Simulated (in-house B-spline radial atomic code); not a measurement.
Values are calculated unless marked as measured or tabulated.
**Stopping and range of 20 keV Si in InSb**

The pair potential comes from two frozen, spherical free-atom densities (PBE, B-spline radial code, scalar-relativistic past argon): electrostatics plus the change in Thomas-Fermi kinetic and Dirac exchange energy where they overlap, the recipe behind the universal ZBL potential, which averages such potentials (from solid-state densities) over many pairs. It is written V = (Z1 Z2 e²/r) φ(r/a), with e² = 14.3996 eV·Å and a = 0.46850 Å/(Z1^0.23 + Z2^0.23); ZBL's fit is φ = 0.18175 e^(−3.1998x) + 0.50986 e^(−0.94229x) + 0.28022 e^(−0.4029x) + 0.02817 e^(−0.20162x). Where φ falls below 4e-4 it is continued as an exponential.

The target is taken as amorphous, with density 5.77 g/cm³ (NSM archive of the Ioffe Institute); channelling is ignored. Masses: Si 28.09, In 114.82, Sb 121.76 u. Nuclear stopping is S_n = 4π a Z1 Z2 e² M1/(M1 + M2) × s_n(ε), with s_n integrated over impact parameters for each pair. Electronic stopping is Lindhard and Scharff's S_e = Z1^(1/6) 8π e² a0 Z1 Z2/(Z1^(2/3) + Z2^(2/3))^(3/2) × v/v0, with a0 = 0.529177 Å and v = v0 at 24.801 keV/u; it misses the oscillations with Z1 seen in experiment, which reach tens of per cent. Compounds add by atom fraction.

```
target atom    a (Å)  ε at this energy  s_n, this pair  s_n, ZBL potential
         In  0.10940             0.178           0.351              0.3419
         Sb  0.10882             0.172          0.3501              0.3408
```

What are the atom density and the stopping powers at entry?

N = 5.77 × 0.602214/118.29 = 0.02938 atoms/Å³. For In: S_n = 2669 × 0.351 = 936.8 eV·Å², S_e = 2.9047 × √20000 = 410.8 eV·Å². For Sb: S_n = 2636 × 0.3501 = 922.8 eV·Å², S_e = 2.9397 × √20000 = 415.7 eV·Å². Averaged over the target's atoms (half each) and times N × 10 Å/nm, the ion loses N S_n = 273 eV/nm to recoils and N S_e = 121 eV/nm to electrons; the nuclear share is 69 %.

Along the track:

```tsv
E (keV)	N S_n (eV/nm)	N S_e (eV/nm)
1	126	27.1
3	186	47
6	225	66.5
10	250	85.8
15	265	105
20	273	121
```

Estimate the path length and the projected range.

With continuous slowing down the path is the integral of dE/(N (S_n + S_e)). Trapezoids over the table give 62.5 nm, and the stretch below the first row, with stopping taken as √E, adds 2E/(N S) = 13 nm: 75.6 nm in all, against 73.4 nm on a fine grid from 5 eV. Deflections shorten the depth: to first order in the energy passed on, N (S_n + S_e) dR_p/dE = 1 − N S_n (M2/M1) R_p/(2E), summed over the target's atoms, and integrating this on the fine grid gives R_p = 22.2 nm, 0.30 of the path. Lindhard's rule of thumb R/(1 + M2/3M1), with mean M2/M1 = 4.21, gives 30.6 nm; it is meant for M2/M1 below about 2. On the ZBL potential the same equation gives 22.8 nm, and the full integral equation, which keeps hard collisions, 24.2 nm.
